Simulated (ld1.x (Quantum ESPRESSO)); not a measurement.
# Ranking ultrasoft potentials for Ta (Z = 73)

All share these settings but for the change named:

* Element: tantalum (Ta)
* Generator: ld1.x (Quantum ESPRESSO) 7.5
* Type: ultrasoft
* Functional: PBE
* Relativity: scalar-relativistic
* Frozen core: [Kr] 4d10 4f14 5s2
* Valence charge: 11
* Reference configuration: 5p6 5d3 6s1.5 6p0.5
* Partial waves: 6s (bound): rcut 2.40, rcutus 3.10 bohr; 6s channel at 2.05 Ry: rcut 2.40, rcutus 3.10 bohr; 5p (bound): rcut 2.50, rcutus 2.70 bohr; 6p (bound): rcut 2.50, rcutus 2.70 bohr; 5d (bound): rcut 2.30, rcutus 2.85 bohr; 5d channel at 0.05 Ry: rcut 2.30, rcutus 2.85 bohr
* Local potential: all-electron potential smoothed inside 2.85 bohr (lloc = -1)
* Core correction: none
* Augmentation charge: PSQ, radius 2.10 bohr

Cutoff: the first of the cutoffs (Ry, on a coarse ladder) from which the occupation-weighted sum of valence levels, in a spherical-Bessel basis at the reference potential, stays within 10 and 1 mRy of its value at 400 Ry; the density cutoff is not measured.

The base gives 12 Ry.

Of 12 variants that were run, those that failed, showed a ghost or another fault, or gave nearly equal values are left out.

A variant can come out equal or close to the base.

Question: Rank these variants from softest to hardest (loose cutoff).
A. waves 5d (bound): rcut 2.30, rcutus 2.54 bohr; 5d channel at 0.05 Ry: rcut 2.30, rcutus 2.54 bohr
B. core [Xe] 4f14, valence charge 5; reference 5d3 6s1.75 6p0.25; waves now 6s (bound): rcut 2.70, rcutus 3.25 bohr; 6s channel at 2.05 Ry: rcut 2.70, rcutus 3.25 bohr; 6p (bound): rcut 3.90, rcutus 4.25 bohr; 6p channel at 1.35 Ry: rcut 3.90, rcutus 4.25 bohr; 5d (bound): rcut 3.05, rcutus 3.30 bohr; 5d channel at 0.05 Ry: rcut 3.05, rcutus 3.30 bohr; local potential all-electron potential smoothed inside 3.85 bohr (lloc = -1); core correction Bessel-smoothed model core, default radius (core density twice the valence density); augmentation PSQ, radius 2.45 bohr
C. waves 6s (bound): rcut 2.40, rcutus 3.66 bohr; 6s channel at 2.05 Ry: rcut 2.40, rcutus 3.66 bohr

Answer: B (8 Ry), C (12 Ry), A (15 Ry).
